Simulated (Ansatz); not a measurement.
Consider the formal exchange of groups at a C–B bond: `CB(S)O[SiH3]` + `CC(=O)CC(C)=O` → `CC(=O)C(C)C(C)=O` + `[SiH3]OBS`.

Program: Ansatz. Geometries: PBE0-D4/def2-TZVP. ΔE: electronic, gas phase. CCSD(T)/CBS is the MP2 limit (def2-TZVPP, def2-QZVPP) plus CCSD(T) − MP2 in def2-TZVPP, frozen cores. Functionals use def2-TZVPP. B3LYP here is the variant with VWN-RPA as its local correlation; programs differ in this. One conformer a species, not always the lowest.

```json
{"level": "PBE-D4", "ΔE (kJ/mol)": "49.5", "difference from CCSD(T)/CBS": "4.5"}
{"level": "r2SCAN-D4", "ΔE (kJ/mol)": "50.7", "difference from CCSD(T)/CBS": "5.7"}
{"level": "B3LYP-D4", "ΔE (kJ/mol)": "48.8", "difference from CCSD(T)/CBS": "3.8"}
{"level": "ωB97X-V", "ΔE (kJ/mol)": "45.5", "difference from CCSD(T)/CBS": "0.5"}
{"level": "ωB97M-V", "ΔE (kJ/mol)": "47.0", "difference from CCSD(T)/CBS": "2.0"}
{"level": "B2PLYP", "ΔE (kJ/mol)": "48.8", "difference from CCSD(T)/CBS": "3.8"}
{"level": "PBE", "ΔE (kJ/mol)": "52.1", "difference from CCSD(T)/CBS": "7.1"}
{"level": "HF/def2-TZVPP", "ΔE (kJ/mol)": "51.4", "difference from CCSD(T)/CBS": "6.4"}
{"level": "MP2/def2-TZVPP", "ΔE (kJ/mol)": "43.2", "difference from CCSD(T)/CBS": "-1.8"}
{"level": "SCS-MP2/def2-TZVPP", "ΔE (kJ/mol)": "42.6", "difference from CCSD(T)/CBS": "-2.4"}
{"level": "CCSD/def2-TZVPP", "ΔE (kJ/mol)": "45.0", "difference from CCSD(T)/CBS": "0.0"}
{"level": "CCSD(T)/def2-TZVPP", "ΔE (kJ/mol)": "43.4", "difference from CCSD(T)/CBS": "-1.6"}
{"level": "HF/def2-QZVPP", "ΔE (kJ/mol)": "51.4", "difference from CCSD(T)/CBS": "6.4"}
{"level": "HF/CBS(def2)", "ΔE (kJ/mol)": "51.4", "difference from CCSD(T)/CBS": "6.4"}
{"level": "MP2/CBS(def2)", "ΔE (kJ/mol)": "44.8", "difference from CCSD(T)/CBS": "-0.2"}
{"level": "CCSD/CBS(def2)", "ΔE (kJ/mol)": "46.6", "difference from CCSD(T)/CBS": "1.6"}
{"level": "CCSD(T)/CBS", "ΔE (kJ/mol)": "45.0", "difference from CCSD(T)/CBS": "0"}
```

Largest T1 diagnostic among the species: 0.015.

The D4 term adds −3.8 kJ/mol with B3LYP and −2.2 kJ/mol with PBE0; it sums over pairs of atoms, weighted by their polarisabilities, and B3LYP, whose exchange is more repulsive, gets the larger term. In def2-TZVPP, CCSD(T) changes the Hartree–Fock value by −8.0 kJ/mol (the triples alone add −1.6 kJ/mol) and MP2 by −8.2 kJ/mol.
